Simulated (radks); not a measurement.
Task: The mean radii <r> (bohr) of the occupied orbitals of an atom or ion are listed with their occupations. Method: scalar-relativistic Kohn-Sham, PBE, spin-unpolarised, spherical densities, finite nucleus; Fermi nuclear charge, rms radius of each element as measured or else 0.836 A^(1/3) + 0.57 fm; computed with a radial shooting solver on a logarithmic mesh with Libxc functionals.

| orbital | occ. | <r> |
|---|---|---|
| 1s | 2 | 0.02363 |
| 2s | 2 | 0.1010 |
| 2p | 6 | 0.08880 |
| 3s | 2 | 0.2663 |
| 3p | 6 | 0.2645 |
| 3d | 10 | 0.2418 |
| 4s | 2 | 0.6046 |
| 4p | 6 | 0.6389 |
| 4d | 10 | 0.6965 |
| 5s | 2 | 1.378 |
| 5p | 5 | 1.541 |
| 4f | 2 | 0.8812 |

Name the element and its charge.

Result: Z = 60, neodymium, charge +5: Nd5+ in [Kr] 4d10 4f2 5s2 5p5. The 1s radius gives Z: for a bare nucleus <r> = (2 gamma + 1)/(2Z) with gamma = sqrt(1 - (Z/c)^2), 0.02332 bohr for Z = 60, and screening makes it slightly larger (0.02363 here). The occupations add up to 55, and the charge is Z minus that.
